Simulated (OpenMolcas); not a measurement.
How methods differ on C5H8O2 (acetylacetone (keto form))

C5H8O2: 15 atoms, total charge 0, spin state singlet. SMILES: `CC(=O)CC(C)=O`. Geometry: relaxed at PBE0-D4/def2-TZVP. This is one conformer, not always the lowest.

```tsv
atom	x (Å)	y (Å)	z (Å)
C	-1.2468	1.4050	-1.1974
C	-0.0470	0.5117	-1.1132
O	1.0383	0.8182	-1.5368
C	-0.2573	-0.8170	-0.3987
C	0.0254	-0.5799	1.0792
C	1.4483	-0.7653	1.5099
O	-0.8515	-0.2241	1.8247
H	-0.9642	2.3870	-1.5716
H	-1.9861	0.9542	-1.8666
H	-1.7190	1.4837	-0.2141
H	-1.2889	-1.1545	-0.4980
H	0.4395	-1.5428	-0.8177
H	1.5848	-0.4169	2.5317
H	2.1146	-0.2336	0.8246
H	1.7100	-1.8258	1.4440
```

Each level gives the dipole moment (D). The values are calculated.

| level | kind | program | value (D) |
| --- | --- | --- | --- |
| PBE/6-31G* (spherical functions) | GGA | OpenMolcas | 1.38 |
| M06-L/6-31G* (spherical functions) | meta-GGA | OpenMolcas | 1.46 |
| TPSS/6-31G* (spherical functions) | meta-GGA | OpenMolcas | ? |
| r2SCAN/6-31G* (spherical functions) | meta-GGA | OpenMolcas | 1.46 |
| B3LYP/6-31G* (spherical functions) | global hybrid | OpenMolcas | 1.48 |
| M06-2X/6-31G* (spherical functions) | hybrid meta-GGA | OpenMolcas | 1.49 |
| PBE0/6-31G* (spherical functions) | global hybrid | OpenMolcas | 1.49 |
| B3LYP/6-31G* (Cartesian functions) | global hybrid | OpenMolcas | 1.48 |

Q: Estimate the missing values from the other rows.

A: As computed at these levels: TPSS/6-31G* (spherical functions): 1.41 D. The values span 1.38 to 1.49 D.
